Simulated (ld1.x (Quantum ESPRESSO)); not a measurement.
**What one change does to a pseudopotential (Rb (Z = 37), RRKJ)**

rubidium, norm-conserving RRKJ (Kleinman–Bylander form), made with ld1.x (Quantum ESPRESSO) 7.5 (PBE, fully relativistic). Core [Ar] 3d10, reference 4s2 4p6 5s1 5p0. Waves: 4s (bound): rc 1.90 bohr; 4p (bound): rc 2.45 bohr; 4d channel at 0.3 Ry: rc 2.60 bohr. Local part: the d channel. Core correction: none. rho0 = 0.005.

Open shells are filled in proportion to 2j + 1 (rel_dist='average').

Occupied shells without a wave of their own: 5s. They enter only through the test configuration that unscreens the potential.

Change: wave 4s (bound): rc 1.90 bohr becomes 4s (bound): rc 1.22 bohr.

Cutoffs: the cutoffs (Ry, on a coarse ladder) from which the occupation-weighted sum of valence levels, in a spherical-Bessel basis at the reference potential, stays within 10 and 1 mRy of its value at 400 Ry; they do not see the model core or the augmentation charge, which bear on the density cutoff. Errors are all-electron minus pseudo energies relative to the spin-unpolarised reference configuration.

**Question.** What does the change do?

**Answer.** The potential gets harder (30 Ry and 35 Ry → 55 Ry and 90 Ry); of the 5 tests that both files solve, the error grows in 1 and shrinks in 0 by more than 15 % and 0.3 meV (median size 18.3 → 19.3 meV); neither file shows a bound ghost. A smaller radius makes the pseudo-wave follow the all-electron one further in, where it bends more sharply, so more plane waves are needed.

```csv
quantity,base,changed
"cutoff, loose",30 Ry,55 Ry
"cutoff, tight",35 Ry,90 Ry
loose cutoff by channel (10 mRy a level),"s 25 Ry, p 12 Ry","s 35 Ry, p 12 Ry"
bound ghosts,none,none
"error for 4s2 4p6 5s0 5p0, meV [ΔE 4.15 eV]",+47,+50
"error for 4s2 4p6 5s0.5 5p0, meV [ΔE 1.58 eV]",+18,+19
"error for 4s2 4p6 5s0 5p1, meV [ΔE 1.52 eV]",+29,+31
"error for 4s2 4p5 5s1 5p0, meV [ΔE 21.15 eV]",-15,-16
"error for 4s1 4p6 5s1 5p0, meV [ΔE 37.73 eV]",+9.8,+17
s: phases at 2.84 bohr within 0.05 rad from the reference energy up to (Ry; the scan ends near 5),0.4,0.4
p1/2: phases at 2.84 bohr within 0.05 rad from the reference energy up to (Ry; the scan ends near 5),to the end of the scan,to the end of the scan
p3/2: phases at 2.84 bohr within 0.05 rad from the reference energy up to (Ry; the scan ends near 5),to the end of the scan,to the end of the scan
d3/2: phases at 2.84 bohr within 0.05 rad from the reference energy up to (Ry; the scan ends near 5),3.0,3.0
d5/2: phases at 2.84 bohr within 0.05 rad from the reference energy up to (Ry; the scan ends near 5),3.1,3.1
```
